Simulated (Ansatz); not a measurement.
The first iterations of a band of ClH + GaH3O (7 atoms, charge 0, multiplicity 1).

Theory: Ansatz 0.2.0, RHF/def2-SVP.

* movable images: 9
* climbing image: yes
* spring: 5.0 eV/Å²
* optimiser: quadratic models (default)
* start path: through a guess of the saddle point
* force threshold: 0.05 eV/Å
* iteration limit: 60
* end points: relaxed

Image 0:

```xyz
7
Properties=species:S:1:pos:R:3
Ga -0.167 -0.482 -0.180
O -0.526 0.369 1.357
H -1.186 0.029 1.941
H 0.944 0.182 -1.045
H -0.997 -1.777 -0.479
Cl 0.904 3.083 2.252
H 0.292 1.989 1.953
```

Image 10:

```xyz
7
Properties=species:S:1:pos:R:3
Ga 0.078 0.431 -0.138
O -0.133 0.082 1.995
H -0.929 -0.325 2.311
H 1.473 -0.208 -0.437
H -1.320 -0.121 -0.593
Cl 0.129 2.623 0.210
H -0.033 0.911 2.449
```

| iteration | highest image above the first end (eV) | largest band force component (eV/Å) |
| --- | --- | --- |
| 1 | 0.931 | 4.691 |
| 2 | 0.366 | 1.920 |
| 3 | 0.317 | 1.651 |
| 4 | 0.289 | 1.050 |
| 5 | 0.449 | 0.951 |
| 6 | 0.485 | 1.010 |

Question: Does the band converge within its limit, and where does its top end?

Answer: The run converged. It ended after 20 iterations with the highest image 0.214 eV above the first end. A vibrational analysis at the climbing image gives one clearly imaginary mode, 841i cm⁻¹: a first-order saddle point. The orbitals stay closed-shell, which can raise the energy where a bond breaks towards radicals; this wasn't checked here.

Run time: 4.6 min on 1 thread of Arm Neoverse V2 (shared host), peak memory 0.16 GiB.
